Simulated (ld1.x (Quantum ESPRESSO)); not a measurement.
# Plane-wave convergence, TM potential for indium

ld1.x (Quantum ESPRESSO) 7.5 input, shortened:

```
&input
   title='In', zed=49., rel=1, dft='BLYP', iswitch=3,
   config='[Kr] 4d10 5s2 5p0'
 /
 &inputp
   pseudotype=2, tm=.true., lloc=0,
   nlcc=.false.
 /
3
5P  2  1   0.00   0.00  2.40  2.40  0.0
4D  3  2  10.00   0.00  1.80  1.80  0.0
5S  1  0   2.00   0.00  1.55  1.55  0.0
 &test
   configts(1)='4d10 5s2 5p0'
 /
```

The pseudo-atom Hamiltonian at the reference potential is diagonalised in spherical Bessel functions j_l(qr) that vanish at 20 bohr, with q² up to the cutoff. All-electron valence levels (Ry): 5p -0.6237, 4d -1.9028, 5s -1.0991.

Task: How do the lowest levels (Ry) of each channel move with the cutoff, and are there ghosts?

Result:

```json
{"cutoff (Ry)": "8", "p #1": "-0.6181", "p #2": "-0.1746", "d #1": "-0.3055", "d #2": "-0.0992", "s #1": "-1.0081", "f #1": "-0.0578", "f #2": "0.0381", "Σ f·Δε (mRy)": "16154.5"}
{"cutoff (Ry)": "18", "p #1": "-0.6235", "p #2": "-0.1763", "d #1": "-0.5145", "d #2": "-0.1383", "s #1": "-1.0404", "f #1": "-0.0578", "f #2": "0.0380", "Σ f·Δε (mRy)": "13999.7"}
{"cutoff (Ry)": "40", "p #1": "-0.6237", "p #2": "-0.1764", "d #1": "-1.7773", "d #2": "-0.1921", "s #1": "-1.0962", "f #1": "-0.0578", "f #2": "0.0380", "Σ f·Δε (mRy)": "1260.9"}
{"cutoff (Ry)": "60", "p #1": "-0.6237", "p #2": "-0.1764", "d #1": "-1.8995", "d #2": "-0.1937", "s #1": "-1.0972", "f #1": "-0.0578", "f #2": "0.0380", "Σ f·Δε (mRy)": "36.2"}
{"cutoff (Ry)": "110", "p #1": "-0.6237", "p #2": "-0.1764", "d #1": "-1.9027", "d #2": "-0.1938", "s #1": "-1.0985", "f #1": "-0.0578", "f #2": "0.0380", "Σ f·Δε (mRy)": "1.9"}
{"cutoff (Ry)": "180", "p #1": "-0.6237", "p #2": "-0.1764", "d #1": "-1.9028", "d #2": "-0.1938", "s #1": "-1.0990", "f #1": "-0.0578", "f #2": "0.0380", "Σ f·Δε (mRy)": "0.2"}
{"cutoff (Ry)": "400", "p #1": "-0.6237", "p #2": "-0.1764", "d #1": "-1.9028", "d #2": "-0.1938", "s #1": "-1.0991", "f #1": "-0.0578", "f #2": "0.0380", "Σ f·Δε (mRy)": "0.0"}
```

Result: no extra level below or beside the all-electron valence levels (p, d, s, f tested); 10 mRy is reached at 70 Ry and 1 mRy at 140 Ry.
